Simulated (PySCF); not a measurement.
# Substituent chemical shifts

Parent skeleton `[SiH3:1][S:2][SiH3:3]`; one hydrogen on atom 1 is replaced by X. Hydrogens on one atom are averaged.

PySCF 2.14.0 with density-fitted response routines calculation with coordinates at the GFN2-xTB level and PBE0/pcSseg-1 with gauge-including orbitals; a single conformation, no relativistic terms, equivalent nuclei averaged, no solvent model.

Shifts are taken against calculated references (same method and geometry level): 29Si (σref 349.16), 1H (σref 31.72) vs TMS; CS2 for 33S (σref 503.73).

Parent (X = H): Si1 -55.9, S2 -352.7, Si3 -55.9, H(Si1) 4.64, H(Si3) 4.64 ppm. Effects are Δδ = δ(X) − δ(H), positive for deshielding.

Four derivatives gave (Δδ, ppm):
```tsv
compound	Si1	S2	Si3	H(Si1)	H(Si3)
1	+22.2	+9.0	-1.0	+0.21	-0.04
2	+48.5	+97.0	-3.8	+1.04	+0.08
3	+15.3	+36.3	+3.0	+0.57	+0.14
4	+39.7	+28.4	-3.1	+0.90	-0.01
```

Q: Their substituents are CF=CF2, CH2OCH3, Cl, OiPr. Which is which?

A: 1: X = CH2OCH3 (COC[SiH2]S[SiH3]); 2: X = Cl ([SiH3]S[SiH2]Cl); 3: X = CF=CF2 (FC(F)=C(F)[SiH2]S[SiH3]); 4: X = OiPr (CC(C)O[SiH2]S[SiH3]).
